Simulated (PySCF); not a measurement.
# C₆ coefficients of unlike pairs at UHF

Calculated with PySCF 2.14 from the dipole response of each species, C₆(A,B) = (3/π) ∫ α_A(iu) α_B(iu) du, in atomic units, from isotropic polarisabilities. For ions this is the dispersion term alone; charge-induced terms of lower order in 1/R come first.

| species | configuration | basis | relativity | α (bohr³) | C₆ (like pair) |
| --- | --- | --- | --- | --- | --- |
| S⁺ | [Ne] 3s2 3p3 (4S) | aug-cc-pVQZ-DK (7s6p4d3f2g) | spin-free X2C | 10.85 | 53.30 |
| Ba⁺ | [Xe] 6s1 (2S) | aug-cc-pVTZ-X2C (9s8p6d3f) | spin-free X2C | 173.5 | 2080 |
| P³⁺ | [Ne] 3s2 (1S) | aug-cc-pV(T+d)Z with one added diffuse shell each of s, p, d, f type (7s6p5d3f) | none | 7.153 | 18.71 |
| O³⁺ | [He] 2s2 2p1 (2P) | dyall-av2z (11s7p2d) | none | 1.417 | 1.322 |

Estimate C₆ for Ba⁺ with S⁺.

The integral gives 251.5. The combination rule 2 C_A C_B / (C_A α_B/α_A + C_B α_A/α_B) gives 225.7 and the geometric mean 333.0.

No spin-orbit coupling is included.

The other pairs:

```json
{"pair": "O³⁺, Ba⁺", "C₆": "35.42"}
{"pair": "P³⁺, S⁺", "C₆": "31.40"}
{"pair": "O³⁺, S⁺", "C₆": "8.166"}
{"pair": "P³⁺, Ba⁺", "C₆": "157.5"}
{"pair": "O³⁺, P³⁺", "C₆": "4.729"}
```
